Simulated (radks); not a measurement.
The argon ion Ar5+, configuration [Ne] 3s2 3p1.

Calculated with a radial shooting solver on a logarithmic mesh with Libxc functionals: non-relativistic Kohn-Sham, PBE, spin-polarised, spherical densities, point nucleus; open shells are filled with parallel spins first.

Energy parts (eV):
total: -14131.755
kinetic: 14119.353
electron-nucleus: -32473.335
Hartree: 4988.693
exchange-correlation: -766.467

Orbitals (lengths in bohr, moments of r in powers of bohr; <r^-3> diverges for s and p1/2):
1s up: occ. 1; eigenvalue (eV) -3200.675; <r^2> 0.009980; <r^4> 0.0002560; <1/r> 17.55
1s down: occ. 1; eigenvalue (eV) -3200.371; <r^2> 0.009979; <r^4> 0.0002559; <1/r> 17.55
2s up: occ. 1; eigenvalue (eV) -384.3503; <r^2> 0.2035; <r^4> 0.07375; <1/r> 3.541
2s down: occ. 1; eigenvalue (eV) -384.0467; <r^2> 0.2033; <r^4> 0.07346; <1/r> 3.541
2p up: occ. 3; eigenvalue (eV) -319.9714; <r^2> 0.1741; <r^4> 0.06347; <r^-3> 126.3; <1/r> 3.462
2p down: occ. 3; eigenvalue (eV) -319.5555; <r^2> 0.1739; <r^4> 0.06318; <r^-3> 126.3; <1/r> 3.462
3s up: occ. 1; eigenvalue (eV) -99.1161; <r^2> 1.700; <r^4> 4.383; <1/r> 1.143
3s down: occ. 1; eigenvalue (eV) -96.9149; <r^2> 1.709; <r^4> 4.457; <1/r> 1.143
3p up: occ. 1; eigenvalue (eV) -82.8801; <r^2> 1.891; <r^4> 5.618; <r^-3> 17.04; <1/r> 1.062
3p down: occ. 0; eigenvalue (eV) -80.7437; <r^2> 1.909; <r^4> 5.768; <r^-3> 17.04; <1/r> 1.060

The highest occupied level is 3p up at -82.880 eV. Virial ratio -V/T = 2.00088. The electron density at the nucleus is 3861 e/bohr^3. For comparison, the ionisation energy in NIST's Atomic Spectra Database is 91.29 eV (measured). In exact Kohn-Sham theory the highest level is minus the ionisation energy, but local and semilocal functionals leave it too shallow, through self-interaction and a potential that decays too fast; potentials with the right tail come closer. Spin moment in Bohr magnetons: 1. The spin density at the nucleus is -0.2324 e/bohr^3 (1s -0.2161, 2s 0.0500, 3s -0.0663), a Fermi contact field of -12.2 T.
